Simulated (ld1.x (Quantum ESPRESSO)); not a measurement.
What one change does to a pseudopotential (lead (Pb), TM)

```
Element                 : lead
Generator               : ld1.x (Quantum ESPRESSO) 7.5
Type                    : norm-conserving Troullier–Martins (Kleinman–Bylander form)
Functional              : PBE
Relativity              : scalar-relativistic
Frozen core             : [Xe] 4f14 5d10
Valence charge          : 4
Reference configuration : 6s2 6p0 (charge +2)
Partial waves           : 6p (bound, empty): rc 2.05 bohr; 6s (bound): rc 1.60 bohr
Local potential         : the s channel
Core correction         : none
```

Change: core correction a·sin(br)/r model core inside 1.92 bohr.

Cutoffs: the cutoffs (Ry, on a coarse ladder) from which the occupation-weighted sum of valence levels, in a spherical-Bessel basis at the reference potential, stays within 10 and 1 mRy of its value at 400 Ry; they do not see the model core or the augmentation charge, which bear on the density cutoff. Errors are all-electron minus pseudo energies relative to the spin-unpolarised reference configuration.

Question: How do hardness, ghosts and transferability respond?

Answer: The potential gets neither clearly harder nor softer (50 Ry and 100 Ry → 50 Ry and 100 Ry); of the 7 tests that both files solve, the error grows in 1 and shrinks in 6 by more than 15 % and 0.3 meV (median size 248.8 → 59.5 meV); neither file shows a bound ghost. A model core, the more so a compact one, raises the density cutoff, which this test does not measure.

| quantity | base | changed |
| --- | --- | --- |
| cutoff, loose | 50 Ry | 50 Ry |
| cutoff, tight | 100 Ry | 100 Ry |
| bound ghosts | none | none |
| error for 6s2 6p2, meV [ΔE -20.02 eV] | +275 | -81 |
| error for 6s2 6p1, meV [ΔE -13.44 eV] | +105 | -31 |
| error for 6s1 6p0, meV [ΔE 32.41 eV] | +119 | -205 |
| error for 6s2 6p2.3, meV [ΔE -20.82 eV] | +318 | -90 |
| error for 6s0 6p4, meV [ΔE -2.19 eV] | +715 | -59 |
| error for 6s1 6p2, meV [ΔE -3.92 eV] | +249 | -13 |
| error for 6s2 6p1.5, meV [ΔE -17.53 eV] | +191 | -58 |
| s: phases at 2.25 bohr within 0.05 rad from the reference energy up to (Ry; the scan ends near 5) | 0.4 | 0.4 |
| p: phases at 2.25 bohr within 0.05 rad from the reference energy up to (Ry; the scan ends near 5) | 3.7 | 3.7 |
